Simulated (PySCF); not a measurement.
Coordinates in bohr (charge 0 multiplicity 1):
```
Mo    0.0000    0.7905    0.4393
S     0.0000   -2.6634   -1.3519
H     0.0000    0.8662    3.7286
H     2.6439    1.8030   -0.8938
H     0.0000    3.0879   -1.7010
H    -2.6439    1.8030   -0.8938
```

These are results of PBE0 in PySCF with Mo def2-TZVP with ECP28, S def2-TZVP, H def2-TZVP; scalar-relativistic core potentials, no spin–orbit coupling; density-fitted integrals, not measurements.

This geometry of H₄MoS is a stationary point at this level.

Question: What is the point group?

Answer: Cs.

Question: Is it a minimum?

Answer: Yes: all harmonic wavenumbers are real.

Question: What are the dipole moment and the gap between the highest occupied and lowest empty levels?

Answer: 1.00 D and 4.37 eV.

Question: Give the atomic charges and bond orders.

Answer: 
```csv
atom,Mulliken,Löwdin,polar tensor,Mayer order to Mo1
Mo1,0.27,-0.32,0.82,–
S2,-0.30,0.26,-0.38,2.36
H3,-0.11,-0.08,-0.31,0.93
"H4,6",0.03,0.04,-0.09,0.93
H5,0.08,0.06,0.05,0.88
```

This need not be the most stable arrangement of these atoms.
